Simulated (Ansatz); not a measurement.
quartet N: levels of theory in one basis

A single N atom.

Basis set: aug-cc-pVDZ (spherical functions). Correlated methods keep 1 orbital frozen. Correlation on ROHF uses semicanonical orbitals with singles. Charge 0, multiplicity 4.

Computed with Ansatz (development build ahead of 0.2.0); each method stands on the lowest determinant of its kind that the runs found.

```json
{"method": "ROHF", "E − E(ROHF) (eV)": "0.00", "<S²> of the determinant": "3.75"}
{"method": "UHF", "E − E(ROHF) (eV)": "-0.09", "<S²> of the determinant": "3.76"}
{"method": "ROHF-MP2", "E − E(ROHF) (eV)": "-2.11", "<S²> of the determinant": "–"}
{"method": "UHF-MP2", "E − E(ROHF) (eV)": "-2.13", "<S²> of the determinant": "3.76"}
```

Problem. Is a single determinant a sound starting point here?

Solution. By this sign, yes. Unrestricted orbitals gain 0.09 eV and <S²> is 3.76 against 3.75 for a pure state.
